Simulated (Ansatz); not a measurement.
BClH$_{4}$OSSi (`[SiH3]OB(S)Cl`), charge 0, multiplicity 1.

Question: Give a relaxed structure at PBE0-D4/def2-TZVP (Ansatz 0.2.0). (An estimate is asked.)

Answer: Ansatz gave: 
Z-matrix (Å, degrees):
```
Si
O 1 1.655
H 1 1.484 2 110.1
H 1 1.481 2 108.0 3 120.5
H 1 1.480 2 107.4 3 -120.3
B 2 1.340 1 138.7 3 -10.4
Cl 6 1.766 2 118.3 1 -178.9
S 6 1.813 2 121.1 1 1.2
H 8 1.340 6 95.8 2 -179.8
```
This is one stationary point; other conformers may exist.
